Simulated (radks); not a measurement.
Values are calculated unless marked as measured or tabulated.
Valence configurations of Nb I (all share [Kr]). Level of theory: scalar-relativistic Kohn-Sham, r2SCAN, spin-unpolarised, spherical densities, finite nucleus; meta-GGA in the generalised Kohn-Sham scheme; Fermi nuclear charge, rms radius 4.324 fm (a radial shooting solver on a logarithmic mesh with Libxc functionals). Energies are relative to 4d4 5s1; eigenvalues in eV.

valence      E (eV)    e(4d)   e(5p)   e(5s)
4d3 5s2      -0.654   -4.583       -  -4.847
4d3.5 5s1.5  -0.415   -3.723       -  -4.401
4d4 5s1       0.000   -2.959       -  -3.927
4d5           1.207   -1.758       -       -
4d3 5s1 5p1   2.828   -5.745  -2.041  -5.492
4d4 5p1       2.932   -4.116  -1.641       -
4d2 5s2 5p1   3.568   -7.687  -2.450  -6.401
4d2 5s1 5p2   7.524   -8.723  -2.992  -6.954
4d1 5s2 5p2   9.906  -10.870  -3.408  -7.842
5s1 5p4      23.489        -  -4.692  -9.665

NIST lists [Kr] 4d4 5s1 as the ground configuration; this level of theory puts 4d3 5s2 lower, by 0.654 eV. The energies are those of spherical spin-averaged densities, not of single terms.
